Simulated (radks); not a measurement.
Task: These are the eigenvalues of the occupied orbitals of an atom or ion with whole-number occupations (eV). All-electron calculation, non-relativistic Kohn-Sham, PBE, spin-polarised, spherical densities, point nucleus. Program: a radial shooting solver on a logarithmic mesh with Libxc functionals.

orbital  eigenvalue
1s up     -76900.99
1s down   -76900.91
2s up     -14444.23
2s down   -14440.07
2p up     -13967.38
2p down   -13964.19
3s up     -4777.800
3s down   -4775.501
3p up     -4558.125
3p down   -4555.862
3d up     -4154.344
3d down   -4151.145
4s up     -2216.959
4s down   -2207.646
4p up     -2119.376
4p down   -2110.004
4d up     -1945.900

Which element is it, and in what charge state? The configuration may be excited. Open shells, if any, are filled with parallel spins first.

Result: Z = 80, mercury, charge +41: Hg41+ in [Kr] 4d3. The list shows which subshells hold electrons but not how many an open one holds; the 1s level, -2826.1 hartree, gives Z - s = 75.2 by -(Z - s)^2/2, which with screening narrows Z to a few neighbours, and the depths of the outer levels then fix element, charge and occupations together.
